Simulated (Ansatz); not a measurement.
Ansatz (an electronic-structure program) input:

Ansatz 0.2 input:
```yaml
crystal:
  periodic: [false, false, false]
  atoms:
    - {symbol: Hf, position_ang: [-0.00000000, -0.00000000, -0.02516637]}
    - {symbol: H, position_ang: [0.00000000, 0.00000000, 1.81197847]}
basis:
  gaussian:
    orbitals: def2-TZVPD
hamiltonian:
  xc: {name: wB97M-V}
total_charge: 1
magnetization: {spin_polarized: true, initial_magnetization: 2}
```

Question: Which total energy does the run end on?

Answer: -48.12535 Eh (wB97M-V/def2-TZVPD). The basis has 52 functions.

This state (charge 1, triplet) is run at the relaxed geometry of the species with charge 0 and multiplicity 2.
